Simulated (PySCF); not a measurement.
Gas-phase reaction: 2 H₃SiGeH₃ = 2 GeH₃ + Si₂H₆

Energies from PySCF, thermal terms from the rigid-rotor harmonic-oscillator model, ideal gas at 1 bar. † marks an energy on the PBE0/def2-TZVP geometry and frequencies; other levels use their own. MP2 and CCSD(T) freeze the core. 6-31G* has spherical d functions here. Open shells (unrestricted): GeH₃ (multiplicity 2); the rest are closed-shell singlets. B3LYP is the form with VWN-RPA correlation. Ge: all electrons, no relativistic terms. GeH₃: computed as isolated molecules; such fragments, hydroxides, amides, oligomers or adducts are transient or little studied in the gas. MP2 isn't extrapolated to the basis-set limit. CCSD(T) isn't extrapolated to the basis-set limit.

```tsv
level	ΔH°(298 K), kJ
B3LYP/6-31G*	274
CCSD(T)/def2-SVP†	273
HF/6-31G*	210
HF/def2-TZVP†	202
M06-2X/def2-TZVP†	260
MP2/def2-SVP†	(withheld)
PBE/def2-SVP	286
PBE0/def2-SVP†	(withheld)
PBE0/def2-TZVP	(withheld)
r2SCAN/def2-TZVP†	(withheld)
LDA/def2-TZVP†	333
```

### Question
Some entries are withheld; supply them.

### Answer

- MP2/def2-SVP†, ΔH°(298 K), kJ: 278
- PBE0/def2-SVP†, ΔH°(298 K), kJ: 287
- PBE0/def2-TZVP, ΔH°(298 K), kJ: 285
- r2SCAN/def2-TZVP†, ΔH°(298 K), kJ: 280
